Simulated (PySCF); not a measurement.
C₅H₇F₃NP.
Atom-mapped SMILES: `[CH3:1][C:2]#[C:3][P:4]([NH:5][CH3:6])[C:7]([F:8])([F:9])[F:10]` (hydrogens: H11, H12, H13 on C1; H14 on N5; H15, H16, H17 on C6)

The same species was optimised twice, with GFN2-xTB and with PBE0-D3(BJ)/def2-SVP (PySCF), and the same property calculations (PySCF, gas phase) were run on both structures.

```json
{"coordinate": "P4–C7 (Å)", "GFN2-xTB": "1.934", "PBE0-D3(BJ)/def2-SVP": "1.900", "change": "-0.034"}
{"coordinate": "P4–N5 (Å)", "GFN2-xTB": "1.676", "PBE0-D3(BJ)/def2-SVP": "1.692", "change": "+0.016"}
{"coordinate": "C2≡C3 (Å)", "GFN2-xTB": "1.205", "PBE0-D3(BJ)/def2-SVP": "1.217", "change": "+0.012"}
{"coordinate": "C7–F9 (Å)", "GFN2-xTB": "1.350", "PBE0-D3(BJ)/def2-SVP": "1.339", "change": "-0.011"}
{"coordinate": "C1–C2 (Å)", "GFN2-xTB": "1.441", "PBE0-D3(BJ)/def2-SVP": "1.450", "change": "+0.009"}
{"coordinate": "N5–C6 (Å)", "GFN2-xTB": "1.452", "PBE0-D3(BJ)/def2-SVP": "1.446", "change": "-0.006"}
{"coordinate": "C7–F8 (Å)", "GFN2-xTB": "1.346", "PBE0-D3(BJ)/def2-SVP": "1.341", "change": "-0.005"}
{"coordinate": "C7–F10 (Å)", "GFN2-xTB": "1.337", "PBE0-D3(BJ)/def2-SVP": "1.332", "change": "-0.005"}
{"coordinate": "C3–P4 (Å)", "GFN2-xTB": "1.763", "PBE0-D3(BJ)/def2-SVP": "1.764", "change": "+0.001"}
{"coordinate": "C3–P4–C7 (°)", "GFN2-xTB": "91.8", "PBE0-D3(BJ)/def2-SVP": "96.3", "change": "+4.5"}
{"coordinate": "C3–P4–N5 (°)", "GFN2-xTB": "98.4", "PBE0-D3(BJ)/def2-SVP": "101.9", "change": "+3.5"}
{"coordinate": "P4–C7–F8 (°)", "GFN2-xTB": "110.7", "PBE0-D3(BJ)/def2-SVP": "108.6", "change": "-2.1"}
{"coordinate": "C1–C2–C3 (°)", "GFN2-xTB": "177.4", "PBE0-D3(BJ)/def2-SVP": "179.4", "change": "+2.0"}
{"coordinate": "P4–C7–F10 (°)", "GFN2-xTB": "114.3", "PBE0-D3(BJ)/def2-SVP": "112.3", "change": "-2.0"}
{"coordinate": "P4–C7–F9 (°)", "GFN2-xTB": "111.3", "PBE0-D3(BJ)/def2-SVP": "113.1", "change": "+1.8"}
{"coordinate": "F8–C7–F10 (°)", "GFN2-xTB": "107.2", "PBE0-D3(BJ)/def2-SVP": "108.1", "change": "+0.9"}
{"coordinate": "F8–C7–F9 (°)", "GFN2-xTB": "105.9", "PBE0-D3(BJ)/def2-SVP": "106.8", "change": "+0.9"}
{"coordinate": "C3–P4–N5–C6 (°)", "GFN2-xTB": "-171", "PBE0-D3(BJ)/def2-SVP": "-162", "change": "+9"}
{"coordinate": "C3–P4–C7–F8 (°)", "GFN2-xTB": "-177", "PBE0-D3(BJ)/def2-SVP": "-176", "change": "+1"}
```

Rotational constants: A = 1377, B = 848.6, C = 613.3 MHz (GFN2-xTB) against A = 1391, B = 816.1, C = 595.1 MHz (PBE0-D3(BJ)/def2-SVP). Point groups within 0.08 Å: C1 and C1.

On the GFN2-xTB structure: HOMO (eV) -7.00 [PBE0/pcSseg-1]; LUMO (eV) -0.24 [PBE0/pcSseg-1]; dipole (D) 2.69 [PBE0/pcSseg-1]; GIAO shielding of C1 (ppm) 181.1 [PBE0/pcSseg-1]; GIAO shielding of C2 (ppm) 74.1 [PBE0/pcSseg-1]; GIAO shielding of C3 (ppm) 106.2 [PBE0/pcSseg-1]; GIAO shielding of P4 (ppm) 317.9 [PBE0/pcSseg-1]; GIAO shielding of N5 (ppm) 228.9 [PBE0/pcSseg-1]; GIAO shielding of C6 (ppm) 151.3 [PBE0/pcSseg-1]; GIAO shielding of C7 (ppm) 47.6 [PBE0/pcSseg-1]; GIAO shielding of F8/F9/F10 (mean) (ppm) 253.0 [PBE0/pcSseg-1].

Q: What do these properties become on the PBE0-D3(BJ)/def2-SVP structure?

A: 
```csv
property,level,on GFN2-xTB,on PBE0-D3(BJ)/def2-SVP,change
HOMO (eV),PBE0/pcSseg-1,-7.00,-6.95,+0.05
LUMO (eV),PBE0/pcSseg-1,-0.24,-0.34,-0.10
dipole (D),PBE0/pcSseg-1,2.69,2.70,+0.01
"energy, GFN2-xTB geometry as zero (kcal/mol)",PBE0/pcSseg-1,0.0,-1.2,-1.2
GIAO shielding of C1 (ppm),PBE0/pcSseg-1,181.1,178.5,-2.6
GIAO shielding of C2 (ppm),PBE0/pcSseg-1,74.1,71.1,-3.0
GIAO shielding of C3 (ppm),PBE0/pcSseg-1,106.2,106.2,0.0
GIAO shielding of P4 (ppm),PBE0/pcSseg-1,317.9,311.2,-6.7
GIAO shielding of N5 (ppm),PBE0/pcSseg-1,228.9,232.1,+3.2
GIAO shielding of C6 (ppm),PBE0/pcSseg-1,151.3,149.3,-2.0
GIAO shielding of C7 (ppm),PBE0/pcSseg-1,47.6,49.9,+2.3
GIAO shielding of F8/F9/F10 (mean) (ppm),PBE0/pcSseg-1,253.0,257.2,+4.2
```

The heavy atoms differ by 0.106 Å rms after alignment. Among bonds between heavy atoms P4–C7 changes most (-0.034 Å). Changes are differences of the printed values. Neither structure is proved a minimum here.

Conformer computed: `[CH3:1][C:2]#[C:3][P:4]([NH:5][CH3:6])[C:7]([F:8])([F:9])[F:10]`: C3–P4–N5–C6 -162°, C3–P4–C7–F8 -176°.
